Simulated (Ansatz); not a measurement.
Ideal-gas functions of C₂H₂BrClO (`ClC1(Br)CO1`) at 800 K and 1 bar, from an Ansatz frequency run at PBE0-D4/def2-TZVP.

Molar mass 157.39 g/mol, point group C1 (symmetry number 1), electronic degeneracy 1, moments of inertia 128.02, 275.427, 369.528 u Å². Harmonic wavenumbers (cm⁻¹, unscaled): 226, 286, 316, 416, 461, 717, 867, 1016, 1063, 1119, 1173, 1367, 1515, 3129, 3234.

Use S(trans) = R[1.5 ln M + 2.5 ln T − 1.1517]; rotational temperatures θ = 24.2544 K / I; S(rot) = R[ln(√π/σ · √(T³/θAθBθC)) + 1.5]; for each mode x = 1.438777 ν̃/T, S = R[x/(eˣ − 1) − ln(1 − e⁻ˣ)] and H = RT x/(eˣ − 1); 1 cm⁻¹ = 0.0119627 kJ/mol; R = 8.31446 J/(mol·K).

**Question.** By hand: the entropy, in J/(mol·K).

**Answer.** Translation 192.5. Rotation: θ = 0.1895, 0.0881, 0.0656 K, giving 128.9. Vibration, mode by mode: 15.86, 13.93, 13.12, 10.92, 10.11, 6.75, 5.42, 4.37, 4.09, 3.77, 3.50, 2.66, 2.15, 0.20, 0.17, in all 97.0. Electronic 0.0. Sum 418.4 J/(mol·K).

**Question.** By hand: H − E and G − E in kJ/mol, counted from the electronic energy.

**Answer.** Zero-point energy ½ × 16905 × 0.0119627 = 101.1; thermal vibration 41.8; translation, rotation and pV give 4 RT = 26.6. H − E = 169.5 kJ/mol, and G − E = 169.5 − 800 × 418.4/1000 = -165.2 kJ/mol.

Vibration gives 23 % of the entropy. The sum counts one conformer and one mirror image; others add a mixing term.
